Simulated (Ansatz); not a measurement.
The cluster AsP₂, relaxed as a doublet with UKS PBE-D4/def2-TZVP in Ansatz, starting from the GFN1-xTB geometry. Force threshold 0.02 eV/Å.

The relaxation made no stability test and no search for a lower SCF solution. The structure comes from a short search, and lower isomers may exist.

Start:

```xyz
3

P     0.099    0.292    1.199
P    -0.512   -1.099   -0.265
As    0.413    0.807   -0.934
```

(1) Estimate the energy that the relaxation releases and the steps that it takes.

(2) Does the start keep its bonding and symmetry?

(3) Predict the relaxed structure.

Results:

(1) 4.0 kcal/mol, in 8 steps; 9.5 s on 4 threads of Arm Neoverse V1 on a shared host. The force fell under the threshold at step 7, but the optimiser went on. No frequencies were taken in this run, so the end may be a saddle point.

(2) By distances, no bond broke or formed. The bond that changes most is P2–As3, from 2.22 to 2.37 Å (atoms count from 1). Point group C2v at the start, Cs at the end, both within 0.05 Å.

(3) 
Cartesian coordinates in Å:
```
P 0.082 0.254 1.178
P -0.530 -1.134 -0.205
As 0.448 0.880 -0.973
```
Bond lengths: 2 × As–P 2.27 to 2.37 Å; 1 × P–P 2.05 Å.
